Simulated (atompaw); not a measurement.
Logarithmic derivatives: Ga, PAW (atompaw)

Ga, PAW, made with atompaw 4.2.0.5 (LDA (PW92), scalar-relativistic). Core [Ne], reference 3s2 3p6 3d10 4s1 4p0 (charge +2). Waves: 3s (bound): rc 1.10 bohr; 4s (bound): rc 0.95 bohr; 3p (bound): rc 0.90 bohr; 4p (bound, empty): rc 1.40 bohr; 3d (bound): rc 1.40 bohr; 3d channel at -2.4 Ry: rc 1.40 bohr. Local part: bessel scheme, radius 1.15 bohr. Core correction: smooth core density matched at 1.10 bohr. Augmentation charge: besselshape compensation charge, radius 1.05 bohr; PAW radius 1.40 bohr; waves and projectors: custom polynom vanderbiltortho.

The phase is arctan(r·u′/u) with u = r·R(r), unwrapped; energies in Ry, scanned from -14 to 5 Ry. A pole is an energy at which the radial function vanishes at the test radius. The pseudo phase is shifted by a multiple of π to meet the all-electron one at the reference energy, and phase errors are pseudo minus all-electron; the curves can meet again beyond the range given. Levels narrower than the energy grid can be missing from the lists of poles.

```
channel  radius (bohr)  reference energy (Ry)  poles, all-electron  poles, pseudo  unbroken range about the reference energy with phases within 0.05 rad  phase error 1 Ry above the reference energy (rad)
      s           1.41                  -1.95               -12.03         -12.03                                                        the whole range                                             -0.000
      p           1.41                  -1.33                -8.29          -8.29                                                        the whole range                                             -0.000
      d           1.41                  -2.92                -2.05          -2.05                                                              below 3.7                                             +0.000
```

Phases in the d channel:

```csv
E (Ry),all-electron,pseudo
-14.00,1.369,1.370
-13.52,1.365,1.365
-13.04,1.360,1.361
-12.56,1.356,1.356
-12.08,1.351,1.351
-11.60,1.345,1.346
-11.12,1.339,1.340
-10.64,1.333,1.333
-10.16,1.325,1.326
-9.68,1.318,1.318
-9.20,1.309,1.309
-8.72,1.299,1.300
-8.24,1.288,1.288
-7.76,1.275,1.275
-7.28,1.259,1.260
-6.80,1.241,1.241
-6.32,1.217,1.218
-5.84,1.187,1.188
-5.36,1.146,1.146
-4.88,1.083,1.084
-4.40,0.977,0.977
-3.92,0.747,0.748
-3.44,0.076,0.076
-2.96,-0.992,-0.992
-2.48,-1.416,-1.416
-2.00,-1.583,-1.583
-1.52,-1.674,-1.674
-1.04,-1.736,-1.736
-0.56,-1.785,-1.784
-0.08,-1.829,-1.828
0.40,-1.871,-1.870
0.88,-1.915,-1.913
1.36,-1.964,-1.961
1.84,-2.021,-2.015
2.32,-2.091,-2.080
2.80,-2.178,-2.161
3.28,-2.294,-2.264
3.76,-2.453,-2.401
4.24,-2.671,-2.585
4.72,-2.961,-2.827
```
